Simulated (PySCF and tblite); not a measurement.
The numbers below are computed, except where a source is named.
C₆H₉FO, numbered as in [CH:1]#[C:2][C@H:3]([F:4])[C@H:5]([CH3:6])[O:7][CH3:8].

First level. The ensemble was built from 90 distance-geometry starts (ETKDG and KDG, MMFF94s, GFN2-xTB) and rests on PBE0-D3(BJ)/def2-SVP geometries. Weights use B3LYP-D3(BJ)/def2-TZVP (IEF-PCM, chloroform) energies plus GFN2-xTB zero-point and thermal terms (modes under about 100 cm⁻¹ blended into free rotors). Symmetry numbers and mirror images are counted. Conformers within 2.5 kcal/mol (GFN2-xTB free energy) were kept, 4 at most. GIAO shieldings: WP04/pcSseg-1 (IEF-PCM, chloroform). Shifts are against TMS (¹H), TMS (¹³C), CFCl3 (¹⁹F) at the same level. Programs: PySCF with density fitting and tblite.

It gives, at 298.15 K, with 4 conformers (largest weight 35 %): ¹H: 5.02 (H3, 1H), 3.33 (H8, 3H), 3.30 (H5, 1H), 2.71 (H1, 1H), 1.25 (H6, 3H) ppm. ¹³C: 90.3 (C3), 82.6 (C5), 79.6 (C1), 75.7 (C2), 60.4 (C8), 18.0 (C6) ppm. ¹⁹F: -202.1 (F4) ppm.

Second level: PBE0-D3(BJ)/def2-SVP geometries, energies TPSS-D3(BJ)/6-311G**, shieldings wB97X-D/pcSseg-1, on up to 4 of the same conformers.

Task: How do the averaged shifts change?

Result: 
```tsv
signal	first	second	change (ppm)
H1	2.71	2.60	-0.12
H3	5.02	4.81	-0.21
H5	3.30	3.04	-0.26
H6	1.25	1.19	-0.07
H8	3.33	3.46	0.13
C1	79.6	86.0	6.4
C2	75.7	82.4	6.7
C3	90.3	88.7	-1.5
C5	82.6	80.3	-2.3
C6	18.0	18.1	0.1
C8	60.4	60.3	-0.1
F4	-202.1	-201.2	0.9
```

The largest weight becomes 68 %.

Unscaled ¹⁹F shifts at such levels can be off by tens of ppm; differences between conformers or isomers are more reliable. Shifts are unscaled: against experiment ¹³C can be off by 15 ppm or more and ¹H by 0.8 ppm. For its torsions the set is small; conformers may be missing.
